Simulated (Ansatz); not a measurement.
Born–Oppenheimer molecular dynamics of Cl3FHOTa (7 atoms, charge 0, multiplicity 1). It starts from a relaxed structure.

Method: Ansatz 0.2.0, RKS B3LYP/def2-SVP.

```
ensemble                      : NVE (velocity Verlet)
time step                     : 0.5 fs
steps asked                   : 300
starting velocities drawn for : 400 K
seed                          : 360063
```

First frame:

```xyz
7
Properties=species:S:1:pos:R:3
Ta -0.063 0.064 -0.009
F 1.812 -0.013 0.028
Cl 0.051 0.022 2.357
Cl 0.072 -0.058 -2.349
Cl -1.168 2.087 -0.029
O -1.186 -1.439 0.042
H -1.489 -2.039 0.735
```

Task: How far do the bonds stretch over the last three quarters of this one trajectory? (Pairs bonded in most of those frames.)

Result: 
```csv
bond,mean (Å),spread (Å),shortest,longest
Ta1–F2,1.881,0.022,1.85,1.92
Ta1–Cl3,2.367,0.013,2.35,2.38
Ta1–Cl4,2.361,0.056,2.27,2.45
Ta1–Cl5,2.301,0.020,2.27,2.33
Ta1–O6,1.880,0.026,1.84,1.93
O6–H7,0.966,0.002,0.96,0.97
```

Mean temperature of the second half: 214 K. The conserved energy stayed within 0.007 meV per atom of its start (net change 0.005 meV per atom), so the integration is sound. The temperature averaged 0.53 of the 400 K drawn at the start: a run that starts near a minimum puts about half its kinetic energy into the potential. A run of 0.15 ps of so small a system gives no equilibrium averages.

The run took 9.7 min on 2 threads of AMD EPYC 9R45 96-Core Processor (Zen 5), with other jobs on the host, peak memory 0.33 GiB.
